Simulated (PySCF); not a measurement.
C2H7BrSn, SMILES C[CH2][SnH2][Br], CAM-B3LYP/def2-SVP optimised geometry.

```
11

Sn     0.12    -1.40     0.00
Br    -0.56    -2.44     2.19
C     -0.73     0.58     0.00
C     -0.31     1.43     1.19
H      1.83    -1.40     0.00
H     -0.51    -2.42    -1.22
H     -0.44     1.05    -0.95
H     -1.83     0.45    -0.03
H     -0.80     2.42     1.16
H      0.77     1.60     1.22
H     -0.59     0.95     2.15
```

Density from CAM-B3LYP/def2-TZVP, def2 effective core potentials past Kr run with PySCF at that geometry. The core electrons that the potentials of Sn replace are not part of the density.

Minimum of the electron density along straight lines between bonded atoms, close to the bond critical point (lines longer than 1.1 times the sum of covalent radii, or with two minima, are not listed):

| bond | length / Å | ρ at the minimum / e bohr⁻³ | ∇²ρ there / e bohr⁻⁵ | position (fraction from the first atom) |
|---|---|---|---|---|
| Sn1–Br2 | 2.515 | 0.073 | 0.10 | 0.46 |
| Sn1–C3 | 2.153 | 0.107 | 0.09 | 0.51 |
| C3–C4 | 1.525 | 0.244 | -0.60 | 0.51 |
| Sn1–H5 | 1.710 | 0.114 | 0.07 | 0.63 |
| Sn1–H6 | 1.709 | 0.115 | 0.07 | 0.63 |
| C3–H7 | 1.102 | 0.271 | -0.90 | 0.64 |
| C3–H8 | 1.100 | 0.273 | -0.91 | 0.64 |
| C4–H9 | 1.101 | 0.273 | -0.92 | 0.64 |
| C4–H10 | 1.101 | 0.273 | -0.92 | 0.64 |
| C4–H11 | 1.100 | 0.275 | -0.94 | 0.64 |
